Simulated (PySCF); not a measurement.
# A small calculation by hand: oscillator strength and radiative lifetime

BFI₂, SMILES FB(I)I.

Geometry: PBE0-D3(BJ)/def2-SVP. The def2 effective core potentials stand for the cores of I; spin–orbit coupling is left out.

TDA-LC-ωPBE/def2-SVPD run with PySCF puts the first singlet state with f over 0.02 at 5.78 eV (vertical), with the transition dipole (0.000, 0.940, 0.000) in atomic units.

### Question
Find the oscillator strength, the wavelength and the radiative lifetime that this transition would have in vacuum if emission retraced absorption.

### Answer

|μ|² = 0.8836 au, so |μ| = 2.39 D. ΔE = 5.78/27.211 = 0.2124 hartree. f = (2/3) ΔE |μ|² = 0.125 (the program prints 0.125).
λ = 1239.84/5.78 = 215 nm; ν = 46619 cm⁻¹.
Einstein's coefficient A = 0.6670 ν² f s⁻¹ (ν in cm⁻¹) = 1.8e8 s⁻¹, so τ = 1/A = 5.5 ns. This state is S2; the lower singlet has f = 0.000. The figure is the radiative limit of this one transition; relaxation, internal conversion, crossing to triplets and a medium change what is measured.
